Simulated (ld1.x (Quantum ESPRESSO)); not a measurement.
## PBE TM dataset for Br, scalar-relativistic all-electron reference.

ld1.x (Quantum ESPRESSO) 7.5 was run on this input:

```
&input
   title='Br', zed=35., rel=1, dft='PBE', iswitch=3,
   config='[Ar] 3d10 4s2 4p3.5 4d-2',
   nld=3, rlderiv=1.25, eminld=-5.0, emaxld=5.0, deld=0.02
 /
 &inputp
   pseudotype=2, tm=.true., lloc=0,
   nlcc=.true., new_core_ps=.true., rcore=0.50,
   file_pseudopw='Br.UPF', file_wfcaegen='ae.wfc', file_wfcncgen='nc.wfc', file_beta='beta', file_chi='chi'
 /
3
4P  2  1   3.50   0.00  1.15  1.15  0.0
4D  3  2  -2.00  -0.20  1.15  1.15  0.0
4S  1  0   2.00   0.00  1.00  1.00  0.0
 &test
   configts(1)='4s2 4p3.5'
 /
```

Command:

```bash
ld1.x < Br.in > Br.out
```

Resulting log (shortened: banner, matrices, multipoles, cross overlaps and the repeated all-electron block are left out):

```
Program LD1 v.7.5
     --------------------------- All-electron run ----------------------------

     Br
     scalar relativistic calculation

     atomic number is 35.00
     dft =PBE   lsd =0 sic =0 latt =0  beta=0.20 tr2=1.0E-14
     Exchange-correlation= PBE
                           (   1   4   3   4   0   0   0)
     mesh =1213 r(mesh) =  98.95369 a.u. xmin = -7.00 dx = 0.01250
     1 Ry =  13.60569312 eV, c = 137.03599908

     n l     nl                  e(Ry)          e(Ha)          e(eV)
     1 0     1S 1( 2.00)      -980.1700      -490.0850    -13335.8929
     2 0     2S 1( 2.00)      -128.6739       -64.3370     -1750.6980
     2 1     2P 1( 6.00)      -113.6419       -56.8210     -1546.1771
     3 0     3S 1( 2.00)       -18.7828        -9.3914      -255.5525
     3 1     3P 1( 6.00)       -14.0357        -7.0178      -190.9653
     3 2     3D 1(10.00)        -6.1859        -3.0930       -84.1635
     4 0     4S 1( 2.00)        -2.6451        -1.3225       -35.9878
     4 1     4P 1( 3.50)        -1.6701        -0.8350       -22.7223

     final scf error:  2.3E-16 reached in  40 iterations

     Etot =   -5211.169240 Ry,   -2605.584620 Ha,  -70901.569493 eV

     Ekin =    5324.035560 Ry,    2662.017780 Ha,   72437.194000 eV
     Encl =  -12524.125699 Ry,   -6262.062849 Ha, -170399.410894 eV
     Eh   =    2172.074916 Ry,    1086.037458 Ha,   29552.584753 eV
     Exc  =    -183.154017 Ry,     -91.577009 Ha,   -2491.937352 eV

     normalization and overlap integrals

     s(1S/1S) =  1.000000  <r> =   0.0427  <r2> =    0.0025  r(max) =   0.0279
     s(2S/2S) =  1.000000  <r> =   0.1895  <r2> =    0.0424  r(max) =   0.1584
     s(2P/2P) =  1.000000  <r> =   0.1654  <r2> =    0.0335  r(max) =   0.1280
     s(3S/3S) =  1.000000  <r> =   0.5513  <r2> =    0.3496  r(max) =   0.4817
     s(3P/3P) =  1.000000  <r> =   0.5639  <r2> =    0.3725  r(max) =   0.4817
     s(3D/3D) =  1.000000  <r> =   0.5894  <r2> =    0.4306  r(max) =   0.4305
     s(4S/4S) =  1.000000  <r> =   1.6121  <r2> =    2.9578  r(max) =   1.3940
     s(4P/4P) =  1.000000  <r> =   1.9044  <r2> =    4.1760  r(max) =   1.5994

     ------------------------ End of All-electron run ------------------------

     --------------------- Generating NC pseudopotential ---------------------

      Generating local pot.: lloc=0, matching radius rcloc =   1.0000

      Computing core charge for nlcc:

       r > 0.50 : true rho core
      Core charge pseudized with two Bessel functions
      Integrated core pseudo-charge :  20.15

      Wfc   4P  rcut= 1.156  Using Troullier-Martins method

      Wfc   4D  rcut= 1.156  Using Troullier-Martins method

     ------------------- End of pseudopotential generation -------------------

     Computing logarithmic derivative in   1.25348
     Computing logarithmic derivative in   1.25348
     Computing the partial wave expansion
       no projector for channel:   0
     R is outside the sphere for l=    1 j= 0.00
     R is outside the sphere for l=    2 j= 0.00

     ---------------------- Testing the pseudopotential ----------------------

     Br
     scalar relativistic calculation

     atomic number is 35.00   valence charge is  7.00
     dft =PBE   lsd =0 sic =0 latt =0  beta=0.20 tr2=1.0E-14
     mesh =1213 r(mesh) =  98.95369 xmin = -7.00 dx = 0.01250

     n l     nl             e AE (Ry)        e PS (Ry)    De AE-PS (Ry)
     1 0     4S   1( 2.00)       -2.64506       -2.64501       -0.00005
     2 1     4P   1( 3.50)       -1.67006       -1.67002       -0.00004

     eps = 9.3E-15  iter = 10

     Etot =   -5211.169240 Ry,   -2605.584620 Ha,  -70901.569493 eV
     Etotps =   -92.661361 Ry,     -46.330681 Ha,   -1260.722047 eV

     Ekin =       9.564985 Ry,       4.782493 Ha,     130.138251 eV
     Encl =     -43.063443 Ry,     -21.531721 Ha,    -585.907986 eV
     Ehrt =      15.152823 Ry,       7.576411 Ha,     206.164658 eV
     Ecxc =     -72.723317 Ry,     -36.361659 Ha,    -989.451137 eV
     (Ecc =     -67.293225 Ry,     -33.646613 Ha,    -915.570973 eV)
     Epseu=      -1.592409 Ry,      -0.796205 Ha,     -21.665832 eV

     ---------------------- End of pseudopotential test ----------------------
```

Note: ghost states, extra bound levels that the all-electron valence spectrum of the same l lacks: p at -52.6 eV, d at -50.0 eV. A true bound ghost makes a file unfit for plane-wave use.

Generation and configuration tests took about 1.6 s on one core of a shared server CPU.
